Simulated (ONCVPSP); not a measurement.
## Before and after: ONCV potential for hafnium (Hf)

- Element: Hf
- Generator: ONCVPSP 4.0.1
- Type: optimised norm-conserving Vanderbilt (ONCV)
- Functional: revPBE
- Relativity: scalar-relativistic
- Frozen core: [Xe] 4f14
- Valence charge: 4
- Reference configuration: 5d2.5 6s1.5
- Partial waves: 6s: rc 3.25 bohr, ncon 4, nbas 8, qcut 2.4 1/bohr, 2 projectors, debl 0.6 Ha; p scattering state at 0.31 Ha: rc 2.90 bohr, ncon 4, nbas 7, qcut 2.8 1/bohr, 2 projectors, debl 1.6 Ha; 5d: rc 2.35 bohr, ncon 3, nbas 7, qcut 8.1 1/bohr, 3 projectors, debl 1.3 Ha
- Local potential: polynomial inside 2.20 bohr (lpopt 5, dvloc0 0 Ha)
- Core correction: polynomial model core, fcfact 0.65

In the p channel the program set the typed energies aside and used 0.050, 1.650 Ha.

All-electron outer shells of the reference configuration (revPBE, scalar-relativistic, ld1.x):

| shell | level (eV) | outermost node (bohr) | outermost maximum (bohr) |
| --- | --- | --- | --- |
| 4f | -16.07 | – | 0.45 |
| 6s | -4.85 | 1.37 | 2.93 |
| 5d | -2.25 | 0.67 | 1.71 |

Change: s: qcut 2.

Cutoffs: the cutoffs (Ha) at which the residual kinetic energy of the hardest occupied pseudo-wave falls to 1 and 0.1 mHa per electron; they do not see the model core or the augmentation charge, which bear on the density cutoff. Errors are all-electron minus pseudo energies relative to the spin-unpolarised reference configuration.

Task: How do hardness, ghosts and transferability respond?

Result: The potential gets neither clearly harder nor softer (12 Ha and 15 Ha → 12 Ha and 15 Ha); of the 4 tests that both files solve, the error grows in 1 and shrinks in 2 by more than 15 % and 0.3 meV (median size 25.9 → 20.0 meV); the range in which the s phases agree narrows (upper end 3.3 → 1.4); neither file shows a bound ghost.

```csv
quantity,base,changed
"cutoff, loose",12 Ha,12 Ha
"cutoff, tight",15 Ha,15 Ha
loose cutoff by channel,"s 2.4 Ha, d 12 Ha","s 2.6 Ha, d 12 Ha"
bound ghosts,none,none
GHOST(+) flags under 300 eV,"s at 6.7 eV, p at 51.5 eV","s at 10.9 eV, p at 51.5 eV"
"error for 5d2 6s2, meV [ΔE -1.25 eV]",-7.9,-4.7
"error for 5d2 6s1, meV [ΔE 6.65 eV]",-9.7,-11
"error for 5d2 6s0, meV [ΔE 20.68 eV]",-55,-66
"error for 5d3 6s0, meV [ΔE 8.63 eV]",-42,-29
s: phases at 3.30 bohr within 0.05 rad from the reference energy up to (Ha; the scan ends near 5),3.3,1.4
p: phases at 2.94 bohr within 0.05 rad from the reference energy up to (Ha; the scan ends near 5),1.9,1.9
d: phases at 2.39 bohr within 0.05 rad from the reference energy up to (Ha; the scan ends near 5),to the end of the scan,to the end of the scan
"rms error of d²Exc/dni dnj with the model core, mHa",0.43,0.45
```
